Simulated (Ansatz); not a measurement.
`C/C=C/[SiH2][SiH3]` at its PBE0-D4/def2-TZVP geometry, where that method's forces vanish. Charge 0, multiplicity 1.

```xyz
15

C    -0.9600   -2.2040    1.5415
C    -0.9878   -1.0238    0.6338
C    -0.0302   -0.6878   -0.2310
Si   -0.1103    0.8203   -1.3096
Si    1.5622    2.3551   -0.7290
H    -1.8176   -2.8584    1.3545
H    -1.0315   -1.8903    2.5880
H    -0.0455   -2.7863    1.4164
H    -1.8787   -0.3991    0.7019
H     0.8540   -1.3238   -0.2841
H    -1.4482    1.4569   -1.1497
H     0.0719    0.4595   -2.7452
H     1.3666    2.8349    0.6666
H     1.5516    3.5339   -1.6388
H     2.9035    1.7130   -0.8152
```

Q: What forces (eV/Å) does r2SCAN-D4/def2-TZVPP give on these atoms in the Gaussian-basis code of Ansatz? (An estimate is asked.)

A: Ansatz gave: 
```
C1   0.014 -0.070  0.045
C2  -0.154 -0.019  0.114
C3   0.148  0.089 -0.170
Si4 -0.008  0.000 -0.018
Si5  0.014  0.020 -0.002
H6   0.005  0.007  0.018
H7  -0.012 -0.013 -0.009
H8  -0.016  0.010  0.003
H9  -0.007 -0.005  0.009
H10  0.005 -0.011  0.006
H11  0.018 -0.010 -0.007
H12 -0.002  0.009  0.012
H13  0.009 -0.006 -0.025
H14  0.008 -0.017  0.021
H15 -0.022  0.016  0.004
```
